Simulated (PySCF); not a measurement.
## Titanium: highly charged ions in a basis for the neutral atom

Ti⁹⁺ [Ne] 3s2 3p1, Ti¹⁰⁺ [Ne] 3s2. Computed with PySCF 2.14 in def2-SVP (5s3p2d1f, 31 functions), with no relativity, point nucleus. No spin-orbit coupling, so a gap to NIST mixes the basis error with missing relativistic terms.

Changed run: basis of the neutral atom used for a highly charged ion. This setting is unsound on purpose.

| species | method | sound run (hartree) | changed run (hartree) | converged |
| --- | --- | --- | --- | --- |
| Ti⁹⁺ | UHF | not run | -818.32731 | yes |
| Ti⁹⁺ | r2SCAN | not run | -818.80828 | yes |
| Ti⁹⁺ | PBE | not run | -818.61043 | yes |
| Ti¹⁰⁺ | UHF | not run | -810.56115 | yes |
| Ti¹⁰⁺ | r2SCAN | not run | -811.00093 | yes |
| Ti¹⁰⁺ | PBE | not run | -810.80523 | yes |

Ionisation energy of Ti⁹⁺:

| method | changed run (eV) | NIST (eV) |
| --- | --- | --- |
| UHF | 211.33 | 215.92 ± 0.12 |
| r2SCAN | 212.45 | 215.92 ± 0.12 |
| PBE | 212.39 | 215.92 ± 0.12 |

The contracted functions were made for the neutral atom and can be too rigid for a highly charged ion.
